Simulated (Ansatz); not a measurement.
Coupled-cluster diagnostics for Ta2O5⁺, Ansatz.

Geometry of the doublet (PBE-D4/def2-SVP):

```tsv
atom	x (Å)	y (Å)	z (Å)
Ta1	0.2589	0.9136	-0.5147
Ta2	0.0578	-1.4889	1.2094
O3	-0.4467	0.3189	1.2828
O4	1.5586	2.1296	-0.4602
O5	-0.9080	1.4140	-1.8109
O6	0.8636	-1.0119	-0.4187
O7	-1.3843	-2.2753	0.7123
```

In the def2 sets Ta takes a core potential; there is no spin–orbit coupling. Correlated methods freeze 5 core orbitals; core or outer-core shells of Ta are correlated, in sets that lack core-valence functions. The structure comes from a short search, and lower isomers may exist.

Task: Estimate the CCSD(T) correlation energy, the shares of MP2 and (T), T1 and the reference's ⟨S²⟩ for: charge 1, doublet, own geometry in def2-SVP; and the rough time on 4 threads of Arm Neoverse V1 on a shared host.

Result: 
| state | basis | correlation (eV) | MP2 share (%) | (T) share (%) | T1 | ⟨S²⟩ (pure) | wall time | remarks |
| --- | --- | --- | --- | --- | --- | --- | --- | --- |
| charge 1, doublet, own geometry | def2-SVP | -41.383 | 98.2 | 5.0 | 0.038 | 1.03 (0.75) | 5.2 min | spin-contaminated |
Customary marks for T1 are 0.02 (closed shells), 0.045 (open shells) and about 0.05 (3d metals). T1 exceeds 0.02 in 1 of 1 rows and 0.045 in 0; the higher it lies, the less the single-reference result can be trusted.
